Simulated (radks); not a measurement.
Question: The mean radii <r> (bohr) of the occupied orbitals of an atom or ion are listed with their occupations. Calculated with a radial shooting solver on a logarithmic mesh with Libxc functionals: scalar-relativistic Kohn-Sham, BLYP, spin-polarised, spherical densities, finite nucleus; Fermi nuclear charge, rms radius of each element as measured or else 0.836 A^(1/3) + 0.57 fm.

orbital  occ.      <r>
1s down     1  0.02191
1s up       1  0.02191
2s up       1  0.09328
2s down     1  0.09328
2p up       3  0.08236
2p down     3  0.08236
3s up       1   0.2445
3s down     1   0.2443
3p up       3   0.2431
3p down     3   0.2429
3d up       5   0.2213
3d down     5   0.2210
4s up       1   0.5530
4s down     1   0.5531
4p up       3   0.5853
4p down     3   0.5856
4d up       5   0.6360
4d down     5   0.6374
5s up       1    1.316
5s down     1    1.337
5p up       3    1.519
5p down     3    1.552
4f up       7   0.8406

Name the element and its charge. Open shells, if any, are filled with parallel spins first.

Answer: Z = 64, gadolinium, charge +3: Gd3+ in [Xe] 4f7. The 1s radius gives Z: for a bare nucleus <r> = (2 gamma + 1)/(2Z) with gamma = sqrt(1 - (Z/c)^2), 0.02163 bohr for Z = 64, and screening makes it slightly larger (0.02191 here). The occupations add up to 61, and the charge is Z minus that.
